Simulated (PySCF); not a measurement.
C$_{3}$H$_{3}$, charge -1, singlet, at a GFN2-xTB geometry (in this run its highest filled SCF level lies above zero, so its values depend strongly on the basis, on diffuse functions most of all); BLYP/cc-pVDZ (PySCF).

Here is a job for PySCF.
```python
from pyscf import gto, scf, dft

mol = gto.Mole()
mol.atom = '''
    C    -0.00058846   -0.06735310    0.13145175
    C     0.01272709    0.42165409    1.28692893
    C    -0.00916618   -0.23508926   -1.20054090
    H     0.00817204   -0.08669387    2.25254432
    H     0.90933867   -0.33006222   -1.78374476
    H    -0.93534543   -0.29851433   -1.77583821
'''
mol.basis = 'cc-pvdz'
mol.charge = -1
mol.verbose = 4
mol.build()

mf = dft.RKS(mol)
mf.xc = 'blyp'
mf.damp = 0.5
mf.diis_start_cycle = 5
mf.kernel()
```

Problem. Predict the main parts of the log of this PySCF run.

Solution. 
```
PySCF version 2.14.0

[INPUT] verbose = 4
[INPUT] num. atoms = 6
[INPUT] num. electrons = 22
[INPUT] charge = -1
[INPUT] spin (= nelec alpha-beta = 2S) = 0
[INPUT] symmetry False subgroup None
[INPUT] Mole.unit = angstrom
[INPUT] Symbol           X                Y                Z      unit          X                Y                Z       unit  Magmom
[INPUT]  1 C     -0.000588460000  -0.067353100000   0.131451750000 AA   -0.001112028235  -0.127278912640   0.248407806095 Bohr   0.0
[INPUT]  2 C      0.012727090000   0.421654090000   1.286928930000 AA    0.024050714463   0.796810749403   2.431943219480 Bohr   0.0
[INPUT]  3 C     -0.009166180000  -0.235089260000  -1.200540900000 AA   -0.017321569808  -0.444254316227  -2.268693502339 Bohr   0.0
[INPUT]  4 H      0.008172040000  -0.086693870000   2.252544320000 AA    0.015442917479  -0.163827670979   4.256691848245 Bohr   0.0
[INPUT]  5 H      0.909338670000  -0.330062220000  -1.783744760000 AA    1.718401040776  -0.623727199866  -3.370789072528 Bohr   0.0
[INPUT]  6 H     -0.935345430000  -0.298514330000  -1.775838210000 AA   -1.767546694564  -0.564110327958  -3.355847858438 Bohr   0.0

nuclear repulsion = 53.3629348803075
number of shells = 24
number of NR pGTOs = 99
number of NR cGTOs = 57
basis = cc-pvdz
ecp = {}

******** <class 'pyscf.dft.rks.RKS'> ********
method = RKS
initial guess = minao
damping factor = 0.5
level_shift factor = 0
DIIS = <class 'pyscf.scf.diis.CDIIS'>
diis_start_cycle = 5
diis_space = 8
diis_damp = 0
SCF conv_tol = 1e-09
SCF conv_tol_grad = None
SCF max_cycles = 50
direct_scf = True
direct_scf_tol = 1e-13
XC library pyscf.dft.libxc version 7.1.2
    S. Lehtola, C. Steigemann, M. J. T. Oliveira, and M. A. L. Marques,  SoftwareX 7, 1–5 (2018)
XC functionals = blyp
    A. D. Becke,  Phys. Rev. A 38, 3098 (1988)
    C. Lee, W. Yang, and R. G. Parr,  Phys. Rev. B 37, 785 (1988)
    B. Miehlich, A. Savin, H. Stoll, and H. Preuss,  Chem. Phys. Lett. 157, 200 (1989)
radial grids:
    Treutler-Ahlrichs [JCP 102, 346 (1995); DOI:10.1063/1.469408] (M4) radial grids

becke partition: Becke, JCP 88, 2547 (1988); DOI:10.1063/1.454033
pruning grids: <function nwchem_prune>
grids dens level: 3
symmetrized grids: False
atomic radii adjust function: <function treutler_atomic_radii_adjust>
small_rho_cutoff = 0
Set gradient conv threshold to 3.16228e-05
Initial guess from minao.
tot grids = 71784
init E= -116.152766983057
  HOMO = -0.228342415573962  LUMO = -0.0608247216609104  gap/eV = 4.55839
cycle= 1 E= -115.829290043566  delta_E= 0.323  |g|= 0.632  |ddm|=  2.8
  HOMO = 0.00467992269082007  LUMO = 0.15236265992978  gap/eV = 4.01865
cycle= 2 E= -115.95819978369  delta_E= -0.129  |g|= 0.121  |ddm|= 1.64
  HOMO = 0.0473343259149659  LUMO = 0.195537883937603  gap/eV = 4.03282
cycle= 3 E= -115.961517867055  delta_E= -0.00332  |g|= 0.0373  |ddm|= 0.152
  HOMO = 0.078363381852979  LUMO = 0.224339308860197  gap/eV = 3.97221
cycle= 4 E= -115.961621427538  delta_E= -0.000104  |g|= 0.0375  |ddm|= 0.165
  HOMO = 0.103665378132369  LUMO = 0.248861428738022  gap/eV = 3.95099
cycle= 5 E= -115.957433887415  delta_E= 0.00419  |g|= 0.123  |ddm|= 0.217
  HOMO = 0.108330960219517  LUMO = 0.243849012688473  gap/eV = 3.68763
cycle= 6 E= -115.900055525701  delta_E= 0.0574  |g|= 0.453  |ddm|= 0.693
  HOMO = 0.104613641284288  LUMO = 0.249539641474051  gap/eV = 3.94364
cycle= 7 E= -115.962028005713  delta_E= -0.062  |g|= 0.00715  |ddm|= 0.546
  HOMO = 0.103913396364969  LUMO = 0.248406100606579  gap/eV = 3.93185
cycle= 8 E= -115.962027468591  delta_E= 5.37e-07  |g|= 0.00744  |ddm|= 0.0315
  HOMO = 0.104060195586674  LUMO = 0.248834083115709  gap/eV = 3.93950
cycle= 9 E= -115.962043096229  delta_E= -1.56e-05  |g|= 0.0014  |ddm|= 0.0137
  HOMO = 0.104218588714488  LUMO = 0.248929869739374  gap/eV = 3.93779
cycle= 10 E= -115.962043643927  delta_E= -5.48e-07  |g|= 0.000225  |ddm|= 0.0029
  HOMO = 0.104191100414228  LUMO = 0.248914815258891  gap/eV = 3.93813
cycle= 11 E= -115.962043659494  delta_E= -1.56e-08  |g|= 3.36e-05  |ddm|= 0.000596
  HOMO = 0.104192768409234  LUMO = 0.248915118783701  gap/eV = 3.93810
cycle= 12 E= -115.962043659822  delta_E= -3.29e-10  |g|= 5.08e-06  |ddm|= 5.94e-05
  HOMO = 0.104192592127508  LUMO = 0.248915007392069  gap/eV = 3.93810
Extra cycle  E= -115.96204365977  delta_E= 5.17e-11  |g|= 1.38e-05  |ddm|= 2.8e-05
converged SCF energy = -115.96204365977
```
